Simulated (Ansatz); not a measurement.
Stepwise reaction of `C[SiH](S)S` with hydrogen fluoride, as a gas-phase model of exchange steps in deposition or etching. ΔE in kJ/mol; ΔG adds harmonic PBE0-D4 terms to CCSD(T)/CBS, at 1 bar.

Gas-phase electronic energies from Ansatz, PBE0-D4/def2-TZVP geometries. CCSD(T)/CBS is the MP2 limit (def2-TZVPP, def2-QZVPP) plus CCSD(T) − MP2 in def2-TZVPP, frozen cores. This one scheme is used for every species. DFT in def2-TZVPP. B3LYP here is the variant with VWN-RPA as its local correlation; programs differ in this. Each species was taken in one conformer, which may not be the lowest.

| step | reaction | PBE-D4 | B3LYP-D4 | ωB97M-V | CCSD(T)/CBS | ΔG(500 K) |
| --- | --- | --- | --- | --- | --- | --- |
| 1 | `C[SiH](S)S` + H–F → `C[SiH](F)S` + H₂S | -66.8 | -81.6 | -82.2 | -75.9 | -84.6 |
| 2 | `C[SiH](F)S` + H–F → `C[SiH](F)F` + H₂S | -77.4 | -93.3 | -92.6 | -88.8 | -97.0 |

Q: By hand: ΔE of the 2 steps together at CCSD(T)/CBS.

A: (-75.9) + (-88.8) = -164.7 kJ/mol, or -82.3 kJ/mol a step.

In ΔE each step is lower than the one before. All are downhill at CCSD(T)/CBS. ΔG lies between -97.0 and -84.6 kJ/mol a step. PBE-D4 differs from CCSD(T)/CBS by 9.1 to 11.4 kJ/mol a step. Isolated molecules leave out the surface, adducts and barriers. Largest T1 diagnostic: 0.011.
